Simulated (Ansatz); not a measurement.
One change: `[SiH3][O][In]([SH])[Br]` becomes `[SH][In]([Br])[Br]`.

Ansatz, PBE0-D4/def2-TZVP geometries, multiplicity 1. Each molecule was computed in one conformer, which needn't be the lowest.

Elements past krypton have def2 core potentials. Scalar relativity is left out up to krypton.

```csv
property,`[SiH3][O][In]([SH])[Br]`
LUMO energy (B3LYP/def2-TZVPP) / eV,-2.67
LUMO energy (PBE/def2-TZVPP) / eV,-3.23
HOMO–LUMO gap (PBE/def2-TZVPP) / eV,3.68
size of the dipole moment (PBE/def2-TZVPP) / D,1.38
HOMO–LUMO gap (B3LYP/def2-TZVPP) / eV,5.25
HOMO–LUMO gap (ωB97M-V/def2-TZVPP) / eV,9.88
```

(1) What does the change do to each property? (An estimate is asked.)

Results:

(1) The calculation gave: 
```tsv
property	`[SH][In]([Br])[Br]`	shift
LUMO energy (B3LYP/def2-TZVPP) / eV	-2.84	-0.17
LUMO energy (PBE/def2-TZVPP) / eV	-3.38	-0.15
HOMO–LUMO gap (PBE/def2-TZVPP) / eV	3.57	-0.11
size of the dipole moment (PBE/def2-TZVPP) / D	1.32	-0.06
HOMO–LUMO gap (B3LYP/def2-TZVPP) / eV	5.08	-0.17
HOMO–LUMO gap (ωB97M-V/def2-TZVPP) / eV	9.69	-0.19
```

Dipoles are sizes alone; their direction can turn.

B3LYP here is the variant with VWN-RPA as its local correlation; programs differ in this.

Spin–orbit coupling is left out; it splits and shifts lone-pair levels of the heavy atoms by tenths of an eV.
